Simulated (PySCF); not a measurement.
C₅H₉F, SMILES C[C@H](F)C1CC1. Atoms are numbered in the order given.

```xyz
15

C      1.8791     0.5733     0.4231
C      0.6190    -0.2716     0.3975
F      0.9678    -1.5685     0.0153
C     -0.4359     0.2491    -0.5405
C     -1.8638    -0.1953    -0.3798
C     -1.4734     1.2162    -0.0278
H      2.6273     0.1312     1.0979
H      2.3157     0.6349    -0.5861
H      1.6518     1.5938     0.7671
H      0.1912    -0.3451     1.4152
H     -0.0763     0.4032    -1.5642
H     -2.0889    -0.8870     0.4373
H     -2.4544    -0.3634    -1.2839
H     -1.4375     1.4902     1.0312
H     -1.7900     2.0286    -0.6869
```
Charge 0, spin multiplicity 1.

The structure is a stationary point at B3LYP-D3(BJ)/def2-SVP. The structure was generated by enumeration; whether it is a known compound was not checked. One conformer was computed; it need not be the lowest.

All values below come from SMD-M06-2X/6-31G* run with PySCF.

Solvation free energies are E(SMD) − E(gas) at the gas-phase geometry, for 1 M in both phases. In vacuum the dipole moment is 1.77 D.

Computed solvation free energies in water, toluene, benzene:
```csv
solvent,ΔG(solv) (kcal/mol),its non-electrostatic (CDS) part,dipole (D)
water,-1.2,3.2,2.25
toluene,-4.7,-2.6,1.98
benzene,-4.8,-2.8,1.97
```
